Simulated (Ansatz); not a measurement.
`[PH2][SnH2][SH]` + `C[SeH]` → `C[Se]P` + `[SH][SnH3]`  (cleavage of the P–Sn bond)

Gas-phase electronic energies from Ansatz, PBE0-D4/def2-TZVP geometries. CCSD(T)/CBS is the MP2 limit (def2-TZVPP, def2-QZVPP) plus CCSD(T) − MP2 in def2-TZVPP, frozen cores. DFT in def2-TZVPP. def2 core potentials past Kr. For Se, Sn outer-core shells are correlated without core-valence functions, which leaves a few kJ/mol of doubt a bond. Scalar relativity is left out up to krypton. Each species was taken in one conformer, which may not be the lowest.

```
             level  ΔE (kJ/mol)  difference from CCSD(T)/CBS
           BLYP-D4         17.5                         -4.6
           PBE0-D4         18.9                         -3.2
        r2SCANh-D4         18.4                         -3.7
           ωB97M-V         17.8                         -4.3
            B2PLYP         18.7                         -3.4
            r2SCAN         18.1                         -4.0
           r2SCANh         18.2                         -3.9
     CCSD/def2-SVP         26.3                          4.2
SCS-MP2/def2-QZVPP         19.8                         -2.3
    CCSD/CBS(def2)         22.0                         -0.1
       CCSD(T)/CBS         22.1                            0
```

Largest T1 diagnostic among the species: 0.013.

In def2-TZVPP, CCSD(T) changes the Hartree–Fock value by +5.0 kJ/mol (the triples alone add +0.1 kJ/mol) and MP2 by +5.5 kJ/mol. Leaving LDA and LC-ωPBE aside and taking each functional with its dispersion term where it has one, the values, not all of them listed here, spread over 4.4 kJ/mol, from B97M-V to PBE-QIDH.
